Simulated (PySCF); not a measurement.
SMILES c1csc(-c2nccs2)c1, GFN2-xTB optimised geometry.

```
15

C     -0.22    -2.98     0.00
C      1.15    -2.98     0.00
S      1.81    -1.39     0.00
C      0.21    -0.71     0.00
C      0.04     0.71     0.00
N      1.00     1.57     0.00
C      0.54     2.84     0.00
C     -0.81     2.98     0.00
S     -1.57     1.43     0.00
C     -0.75    -1.68     0.00
H     -0.81    -3.87     0.00
H      1.81    -3.82     0.00
H      1.25     3.65     0.00
H     -1.40     3.87     0.00
H     -1.81    -1.46     0.00
```

Density from CAM-B3LYP/def2-TZVP (PySCF) at that geometry.

Minimum of the electron density along straight lines between bonded atoms, close to the bond critical point (lines longer than 1.1 times the sum of covalent radii, or with two minima, are not listed):

```
bond     length / Å  ρ at the minimum / e bohr⁻³  ∇²ρ there / e bohr⁻⁵  position (fraction from the first atom)
-------  ----------  ---------------------------  --------------------  ---------------------------------------
C1–C2         1.361                        0.335                 -1.00                                     0.49
C2–S3         1.716                        0.221                 -0.48                                     0.48
S3–C4         1.736                        0.213                 -0.44                                     0.52
C4–C5         1.424                        0.304                 -0.92                                     0.49
C5–N6         1.291                        0.387                 -1.30                                     0.37
N6–C7         1.346                        0.342                 -1.14                                     0.63
C7–C8         1.360                        0.337                 -1.00                                     0.49
C5–S9         1.767                        0.201                 -0.37                                     0.48
C8–S9         1.719                        0.218                 -0.46                                     0.48
C1–C10        1.405                        0.311                 -0.91                                     0.50
C4–C10        1.373                        0.328                 -0.96                                     0.52
C1–H11        1.075                        0.290                 -1.06                                     0.65
C2–H12        1.072                        0.292                 -1.07                                     0.65
C7–H13        1.075                        0.295                 -1.10                                     0.65
C8–H14        1.071                        0.292                 -1.07                                     0.65
C10–H15       1.076                        0.290                 -1.05                                     0.65
```
